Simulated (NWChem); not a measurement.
# Polarisability of germanium monoxide (GeO)

```
Ge
O 1 1.6486
```
Charge 0, spin multiplicity 1.

Everything below was run with NWChem. Structure: optimised with PBE/def2-SVP, a minimum by its harmonic frequencies.

Basis set: def2-SVPD. The field's frequency is 0.0773 Ha (589 nm).

The Hamiltonian is non-relativistic. The correlated methods keep 10 core orbitals frozen. B3LYP has NWChem's definition, with VWN1-RPA local correlation. Coupled-cluster values serve here as a point of comparison, not as the truth.

One of these methods gave an isotropic polarisability of 34.37 bohr³. Which?
A. HF
B. PBE
C. B3LYP
D. CCSD linear response

B, PBE. The others give 33.39 (B3LYP), 31.86 (HF), 35.31 (CCSD linear response).
